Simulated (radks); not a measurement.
Fractional charge and spin in the 5p shell of promethium: the spin-up occupation runs from 2 to 3 and the spin-down occupation from 2 to 3; the fullest corner is Pm, [Kr] 4d10 4f(up 2.5, down 2.5) 5s2 6s2 5p(up 3, down 3). All-electron calculation, scalar-relativistic Kohn-Sham, r2SCAN, spin-polarised, spherical densities, finite nucleus; meta-GGA in the generalised Kohn-Sham scheme; Fermi nuclear charge, rms radius of each element as measured or else 0.836 A^(1/3) + 0.57 fm. Program: a radial shooting solver on a logarithmic mesh with Libxc functionals. Energy (eV) minus the two flat planes that join the four corners (they meet along the diagonal where the two added fractions sum to one electron); zero is where a piecewise linear energy would lie.

down \ up,2,2.25,2.5,2.75,3
2,0.000,-0.991,-1.315,-0.982,0.000
2.25,-0.991,-1.229,-0.817,0.236,-0.876
2.5,-1.315,-0.817,0.315,-0.725,-1.156
2.75,-0.982,0.236,-0.725,-1.084,-0.857
3,0.000,-0.876,-1.156,-0.857,0.000

Corners above the fullest one (they belong to Pm+ and the next ion): (up 3, down 2) 28.053 eV, (up 2, down 3) 28.053 eV, (up 2, down 2) 67.291 eV. With half an added electron in each spin the energy lies 0.315 eV from the planes, and with half an added electron in spin up alone -1.315 eV. The planes are only a guide here: the flat-plane condition holds for ground states with one frontier orbital, while this shell lies below other occupied shells, so the corners above the fullest one are inner-hole states and not the ground states of those ions.
